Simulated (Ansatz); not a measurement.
Basis-set extrapolation for Cl$_{2}$F$_{2}$H$_{2}$SSi$_{2}$ (`F[SiH](F)S[SiH](Cl)Cl`) (PBE0-D4/def2-TZVP geometry, frozen core, the Gaussian-basis code of Ansatz). Multiplicity 1, RHF reference.

|  | def2-TZVPP | def2-QZVPP |
| --- | --- | --- |
| HF | -2094.904923 | -2094.969645 |
| MP2 correlation | -1.277040 | -1.401737 |
| CCSD(T) correlation | -1.385491 | not run |

Energies in hartree. Use E(X) = E(∞) + A·exp(−7.88·√X) for Hartree–Fock and E(X) = E(∞) + B·X^(−2.97) for correlation, with X = 3 and 4, and add CCSD(T) minus MP2 of the smaller set to the MP2 limit.

Task: What is the CCSD(T) energy at the basis-set limit?

Result: HF limit: -2094.969645 + (-0.064722) × 0.13774 = -2094.97856. MP2 limit: -1.401737 + (-0.124697) × 0.74074 = -1.49411. Higher-order term: -1.385491 − (-1.277040) = -0.10845. Total: -2096.58112 hartree, 763.2 kJ/mol below CCSD(T)/def2-TZVPP.
